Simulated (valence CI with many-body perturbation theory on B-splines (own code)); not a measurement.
# Zr⁸⁺: electric-dipole lines

Computed by relativistic CI+MBPT: four valence electrons over a frozen Dirac-Fock core [Ar] 3d10, radial functions for each j: 11 s, 11 p, 10 d, 8 f, 5 g, 2 h, with the one-electron correlation potential Σ1, the two-electron term Σ2, the three-electron term Σ3, Breit, model QED; selected CI, second order for the rest, scaled by the run's own slope (own B-spline code, finite nucleus).

No measured spectrum was set against this ion. As an estimate, levels hold to about 250 cm⁻¹ or 0.2 % of their energy and the worst to 1 %, as in measured heavy ions of charge 2 to 7; those with d or f electrons hold less well. Among the levels kept, up to 830 cm⁻¹ of a level comes from second order outside the variational space, and about a tenth of that is noise between levels of different J, which matters for small intervals.

Lines 301 to 350 of 544 in falling wavelength, among levels below 779270 cm⁻¹, chosen from the strongest by gf and those to the six lowest levels. Wavelengths and rates use the calculated energies, so an error of 500 cm⁻¹ moves a line at 319.9 Å by 0.16 % and its rate by three times that or more. Electric multipoles are in the length gauge, E1 and E2 with the static RPA response of the core. Weak lines are less certain than strong ones. Lines between different terms over intervals too small for the method are left out, as are lines whose strength nearly cancels. Where a level lies close to another of its J and parity, the split of strength between their lines is uncertain. The highest levels of a list are the least certain.

Names give the largest LS component (configuration and term), which can be under half, so a name can repeat, a term be missing and a line seem to break the LS rules; names also repeat where a configuration has a term twice. Letters in brackets count levels of one name in rising energy.

| λ vac (Å) | Upper | Lower | A (s⁻¹) | log gf | Branch % |
| --- | --- | --- | --- | --- | --- |
| 319.9 | 4p3.4d 3D°_1 [b] | 4p4 1D_2 | 9.88e+09 | -0.34 | 31.7 |
| 319.3 | 4s.4p2.4d 1D_2 [d] | 4s2.4p.4d 3P°_1 | 3.17e+09 | -0.62 | 3.1 |
| 319.2 | 4s2.4p.4f 3G_5 | 4s2.4p.4d 3F°_4 | 5.90e+10 | 1.00 | 100.0 |
| 318.9 | 4s2.4p.4f 3F_4 | 4s2.4p.4d 3F°_4 | 3.77e+10 | 0.71 | 66.6 |
| 318.8 | 4s2.4p.4f 3D_2 | 4s2.4p.4d 3D°_1 | 3.66e+10 | 0.45 | 43.0 |
| 317.4 | 4s2.4p.4d 3D°_1 | 4s2.4p2 1D_2 | 8.55e+08 | -1.41 | 1.2 |
| 317.2 | 4s2.4p.4f 3D_3 | 4s2.4p.4d 3P°_2 | 4.50e+10 | 0.68 | 53.6 |
| 316.9 | 4s.4p2.4d 1F_3 [a] | 4s.4p3 3P°_2 | 2.85e+09 | -0.52 | 8.0 |
| 316.7 | 4s2.4p.4f 3G_3 | 4s2.4p.4d 3F°_2 | 5.58e+10 | 0.77 | 90.1 |
| 316.2 | 4s2.4d2 1D_2 | 4s2.4p.4d 1P°_1 | 8.75e+10 | 0.82 | 74.9 |
| 316.0 | 4s.4p2.4d 1D_2 [a] | 4s.4p3 3S°_1 | 2.47e+09 | -0.73 | 3.5 |
| 315.3 | 4s.4p2.4d 1F_3 [b] | 4s2.4p.4d 1D°_2 | 5.95e+10 | 0.79 | 49.0 |
| 315.1 | 4p3.4d 3F°_3 [b] | 4p4 1D_2 | 2.04e+09 | -0.67 | 14.0 |
| 315.0 | 4s.4p2.4d 1P_1 [b] | 4s.4p3 1P°_1 | 6.93e+09 | -0.51 | 13.6 |
| 314.5 | 4s2.4p.4f 3F_3 | 4s2.4p.4d 3F°_3 | 3.23e+10 | 0.53 | 52.4 |
| 312.3 | 4s2.4p.4d 1D°_2 | 4s2.4p2 1D_2 | 2.35e+10 | 0.24 | 41.2 |
| 312.2 | 4s2.4p.4f 3F_2 | 4s2.4p.4d 3F°_2 | 2.35e+10 | 0.24 | 39.2 |
| 312.2 | 4s.4p2.4d 1D_2 [d] | 4s2.4p.4d 1D°_2 | 2.22e+10 | 0.21 | 21.8 |
| 312.1 | 4s2.4p.4f 1G_4 | 4s2.4p.4d 3F°_3 | 2.31e+10 | 0.48 | 85.0 |
| 312.1 | 4s.4p2.4d 3D_1 [c] | 4s.4p3 1D°_2 | 1.45e+10 | -0.20 | 36.0 |
| 311.5 | 4s2.4p.5p 1D_2 | 4s2.4p.4d 3F°_2 | 4.25e+09 | -0.51 | 20.2 |
| 311.2 | 4s.4p2.4d 3P_1 [a] | 4s.4p3 3D°_2 | 7.61e+09 | -0.48 | 19.6 |
| 311.0 | 4s2.4p.4f 3D_2 | 4s2.4p.4d 3P°_2 | 6.95e+09 | -0.30 | 8.2 |
| 311.0 | 4s.4p2.4d 3P_2 [c] | 4s.4p3 1P°_1 | 3.12e+09 | -0.65 | 4.6 |
| 310.9 | 4s.4p2.4d 3P_1 [a] | 4s.4p3 3D°_1 | 1.63e+10 | -0.15 | 42.0 |
| 309.4 | 4s.4p2.4d 5D_1 | 4s.4p3 5S°_2 | 5.24e+08 | -1.65 | 46.6 |
| 308.4 | 4s.4p2.4d 5D_2 | 4s.4p3 5S°_2 | 1.56e+09 | -0.95 | 78.9 |
| 307.9 | 4s2.4p.4f 3F_4 | 4s2.4p.4d 3F°_3 | 7.90e+09 | 0.00 | 14.0 |
| 307.4 | 4s2.4p.4f 3F_3 | 4s2.4p.4d 3F°_2 | 4.34e+09 | -0.37 | 7.0 |
| 307.0 | 4p3.4d 3P°_1 | 4p4 1D_2 | 8.37e+09 | -0.45 | 21.7 |
| 306.8 | 4s.4p2.4d 5D_3 | 4s.4p3 5S°_2 | 2.44e+09 | -0.62 | 94.8 |
| 305.5 | 4s2.4p.4d 3P°_1 | 4s2.4p2 1D_2 | 4.77e+09 | -0.70 | 7.2 |
| 304.8 | 4s2.4p.4d 3P°_2 | 4s2.4p2 3P_2 | 2.08e+10 | 0.16 | 40.5 |
| 304.6 | 4s.4p2.4d 1D_2 [c] | 4s2.4p.4d 3F°_2 | 4.19e+09 | -0.54 | 4.9 |
| 304.6 | 4s.4p2.4d 3P_0 [a] | 4s.4p3 3D°_1 | 1.84e+10 | -0.59 | 48.8 |
| 304.1 | 4s2.4d2 3F_2 | 4s2.4p.4d 3D°_2 | 1.60e+10 | 0.04 | 11.3 |
| 303.8 | 4s2.4p.4d 3D°_3 | 4s2.4p2 1D_2 | 6.96e+09 | -0.17 | 8.8 |
| 303.3 | 4s.4p2.4d 3D_1 [b] | 4s.4p3 3P°_0 | 1.17e+10 | -0.31 | 23.8 |
| 303.2 | 4p3.4d 3D°_2 | 4p4 3P_1 | 6.29e+09 | -0.36 | 26.0 |
| 303.1 | 4s2.4p.4d 3D°_2 | 4s2.4p2 1D_2 | 1.71e+10 | 0.07 | 24.1 |
| 303.1 | 4s.4p2.4d 1P_1 [a] | 4s.4p3 3P°_2 | 6.47e+09 | -0.57 | 18.6 |
| 302.9 | 4s.4p2.4d 1F_3 [b] | 4s2.4p.4d 3P°_2 | 1.53e+10 | 0.17 | 12.6 |
| 302.6 | 4s2.4d2 3F_3 | 4s2.4p.4d 3D°_2 | 7.98e+10 | 0.88 | 57.8 |
| 302.3 | 4s.4p2.4d 3D_2 [b] | 4s.4p3 3P°_1 | 1.94e+10 | 0.12 | 44.7 |
| 301.9 | 4s2.4d2 3F_3 | 4s2.4p.4d 3D°_3 | 1.29e+10 | 0.09 | 9.3 |
| 301.8 | 4s2.4d2 3F_2 | 4s2.4p.4d 3P°_1 | 4.88e+10 | 0.52 | 34.4 |
| 301.2 | 4p3.4d 3P°_1 | 4p4 3P_1 | 1.23e+10 | -0.30 | 31.8 |
| 300.9 | 4s.4p2.4d 1S_0 | 4s.4p3 3S°_1 | 3.77e+10 | -0.29 | 56.4 |
| 300.9 | 4s.4p2.4d 3P_0 [c] | 4s.4p3 1P°_1 | 5.03e+10 | -0.17 | 42.6 |
| 300.8 | 4s2.4d2 3F_4 | 4s2.4p.4d 3D°_3 | 1.20e+11 | 1.17 | 89.8 |
